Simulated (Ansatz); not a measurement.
Ansatz (an electronic-structure program) input (CCSD(T)/aug-cc-pVDZ):

Ansatz 0.2 input:
```yaml
crystal:
  periodic: [false, false, false]
  atoms:
    - {symbol: C, position_ang: [-2.79245400, -0.29001883, -0.32287993]}
    - {symbol: C, position_ang: [-1.38119391, -0.60926901, -0.80832797]}
    - {symbol: C, position_ang: [-0.30097050, 0.03479245, 0.05717139]}
    - {symbol: C, position_ang: [1.10983467, -0.28939626, -0.43514003]}
    - {symbol: C, position_ang: [2.22176687, 0.32360315, 0.38618814]}
    - {symbol: O, position_ang: [2.13753294, 1.00869953, 1.34258357]}
    - {symbol: H, position_ang: [-2.94550082, -0.64485228, 0.69884525]}
    - {symbol: H, position_ang: [-3.54649748, -0.76046163, -0.95608220]}
    - {symbol: H, position_ang: [-2.97530945, 0.78690916, -0.32939627]}
    - {symbol: H, position_ang: [-1.23503897, -1.69427521, -0.82253240]}
    - {symbol: H, position_ang: [-1.26463979, -0.27249508, -1.84360569]}
    - {symbol: H, position_ang: [-0.40490248, -0.29977297, 1.09259949]}
    - {symbol: H, position_ang: [-0.43445283, 1.11958303, 0.07326712]}
    - {symbol: H, position_ang: [1.29679713, -1.36767200, -0.45058902]}
    - {symbol: H, position_ang: [1.26738236, 0.04517173, -1.46524450]}
basis:
  gaussian:
    orbitals: aug-cc-pVDZ
magnetization: {spin_polarized: true, initial_magnetization: 1}
correlation: {method: ccsd_t, electrons: outside_noble_gas}
output: {forces: true}
```

End of the output:

```
cycle   6  -26.12626834 eV  change   -3.5e-4 eV  update   1.6e-3
cycle   7  -26.12625250 eV  change    1.6e-5 eV  update   8.0e-4
cycle   8  -26.12641490 eV  change   -1.6e-4 eV  update   2.7e-4
cycle   9  -26.12649987 eV  change   -8.5e-5 eV  update   1.0e-4
cycle  10  -26.12645242 eV  change    4.7e-5 eV  update   3.7e-5
cycle  11  -26.12646168 eV  change   -9.3e-6 eV  update   1.6e-5
cycle  12  -26.12647424 eV  change   -1.3e-5 eV  update   6.8e-6
cycle  13  -26.12647864 eV  change   -4.4e-6 eV  update   3.3e-6
cycle  14  -26.12648180 eV  change   -3.2e-6 eV  update   1.5e-6
cycle  15  -26.12648167 eV  change    1.4e-7 eV  update   6.8e-7
perturbative correction -0.94668041 eV, -0.0347898633 hartree
the calculation of the forces begins
1.02 GiB of device memory are held for the factors and their scratch space
Total energy: -7358.87413741 eV, -270.4336365259 hartree
Atom 0 at    -2.792454    -0.290019    -0.322880 Å, force     0.072946    -0.001902    -0.004764 eV/Å
Atom 1 at    -1.381194    -0.609269    -0.808328 Å, force     0.019749     0.023262     0.031818 eV/Å
Atom 2 at    -0.300970     0.034792     0.057171 Å, force     0.035868    -0.024120    -0.034625 eV/Å
Atom 3 at     1.109835    -0.289396    -0.435140 Å, force    -0.212007    -0.086629    -0.114479 eV/Å
Atom 4 at     2.221767     0.323603     0.386188 Å, force     0.539720    -0.835990    -1.179710 eV/Å
Atom 5 at     2.137533     1.008700     1.342584 Å, force    -0.137599     1.091539     1.523888 eV/Å
Atom 6 at    -2.945501    -0.644852     0.698845 Å, force    -0.054692    -0.168038     0.453660 eV/Å
Atom 7 at    -3.546497    -0.760462    -0.956082 Å, force    -0.325831    -0.210883    -0.284196 eV/Å
Atom 8 at    -2.975309     0.786909    -0.329396 Å, force    -0.068223     0.481882    -0.013090 eV/Å
Atom 9 at    -1.235039    -1.694275    -0.822532 Å, force     0.065559    -0.472521     0.009062 eV/Å
Atom 10 at    -1.264640    -0.272495    -1.843606 Å, force     0.052366     0.161162    -0.446028 eV/Å
Atom 11 at    -0.404902    -0.299773     1.092599 Å, force    -0.049048    -0.164847     0.468317 eV/Å
Atom 12 at    -0.434453     1.119583     0.073267 Å, force    -0.062784     0.494903    -0.005492 eV/Å
Atom 13 at     1.296797    -1.367672    -0.450589 Å, force     0.068449    -0.454262     0.020704 eV/Å
Atom 14 at     1.267382     0.045172    -1.465245 Å, force     0.055527     0.166445    -0.425066 eV/Å
Dipole moment:    -0.358243    -0.249930    -0.337627 e Å
```

It need not be the lowest isomer of its formula.
